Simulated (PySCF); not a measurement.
**Exercise with solution: entropy of an ideal gas**

AlClH2Se, SMILES [Cl][AlH][SeH].

The structure is a stationary point at PBE0-D3(BJ)/def2-TZVP. The values are those of a single conformer.

PySCF 2.14.0 with PBE0-D3(BJ)/def2-TZVP gives the harmonic wavenumbers 124, 245, 370, 453, 532, 544, 677, 1987, 2444 cm⁻¹ and the rotational temperatures 0.7139, 0.0657, 0.0602 K. The molar mass is 143.42 g/mol, the symmetry number 1, the spin multiplicity 1.

Problem. Work out the entropy at 298.15 K and 1 atm in the rigid-rotor, harmonic-oscillator model.

Solution. 
Translation (Sackur–Tetrode at 1 atm): S = R[1.5 ln M + 2.5 ln T − 1.16487] = 170.7 J/(mol K).
Rotation: q = (√π/σ) T^1.5/√(θA θB θC) = 172000, S = R[ln q + 3/2] = 112.7 J/(mol K).
Vibration: with u = 1.4388 ν/T, each mode gives R[u/(e^u − 1) − ln(1 − e^−u)]:
| ν (cm⁻¹) | modes | u | S (J/(mol K)) |
|---|---|---|---|
| 124 | 1 | 0.60 | 12.71 |
| 245 | 1 | 1.18 | 7.39 |
| 370 | 1 | 1.79 | 4.52 |
| 453 | 1 | 2.19 | 3.29 |
| 532 | 1 | 2.57 | 2.44 |
| 544 | 1 | 2.63 | 2.33 |
| 677 | 1 | 3.27 | 1.40 |
| 1987 | 1 | 9.59 | 0.01 |
The stiffer modes add less than 0.005 each. Sum 34.1 J/(mol K).
Spin: R ln 1 = 0.0 J/(mol K).
Total 317.4 J/(mol K); the program's own thermochemistry gives 317.5. Translation makes up 54 % and vibration 11 %. Anharmonicity, hindered rotation and orbital degeneracy are left out.
